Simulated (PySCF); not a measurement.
Computed with B3LYP-D3(BJ)/def2-TZVP // TPSS-D3(BJ)/def2-SVP (PySCF). All species are isolated molecules in the gas phase. One relaxed conformer stands for a flexible species; it need not be the lowest. B3LYP has the VWN-RPA correlation part, as in Gaussian. 

Reference species: [Nb(=O)(F)3] (neutral, multiplicity 1).

| Property | Value |
|---|---|
| HOMO | -10.35 eV |
| LUMO | -2.81 eV |

Changed species: [Nb(=O)(OH)3] (X = OH; the reference has X = F).

Problem. What does the change do to the HOMO and LUMO?

Solution. the HOMO rises by 1.33 eV, to -9.02 eV; the LUMO rises by 1.62 eV, to -1.19 eV.
